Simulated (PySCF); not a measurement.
A structure optimised at PBE-D3(BJ)/def2-TZVP, used in a PySCF frequency run:

```xyz
7

C     -1.2056    -0.0298     0.0000
Si     0.6759     0.1006     0.0000
H     -1.6313     0.4528    -0.8905
H     -1.6313     0.4528     0.8905
H     -1.5182    -1.0861     0.0000
H      1.2761    -0.5248    -1.2247
H      1.2761    -0.5248     1.2247
```
Charge 0, spin multiplicity 2.

Q: Write its SMILES, formula and point group.

A: C[SiH2], CH5Si, Cs

Q: What are its rotational constants (standard atomic weights)?

A: 72.095, 11.600, 11.034 GHz
